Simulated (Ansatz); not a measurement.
Results of the Gaussian-basis code of Ansatz.

A structure relaxed at PBE0-D4/def2-TZVP, charge 0, multiplicity 1:

```xyz
8

I    -0.625   -2.834    1.033
B    -0.538   -0.870    0.315
C     0.047    0.412    0.847
Si    0.126    0.229   -1.112
H    -0.577    1.311    0.807
H     0.776    0.468    1.652
H    -0.573    1.397   -1.691
H     1.365   -0.113   -1.851
```

(1) Give its formula and SMILES.

(2) Summarise the bond lengths by kind.

Results:

(1) CH4BISi, `IB1C[SiH2]1`.

(2) 1 × B–I 2.093 Å; 1 × B–C 1.507 Å; 1 × B–Si 1.919 Å; 1 × C–Si 1.969 Å; 2 × C–H 1.087 to 1.095 Å; 2 × H–Si 1.479 to 1.483 Å.
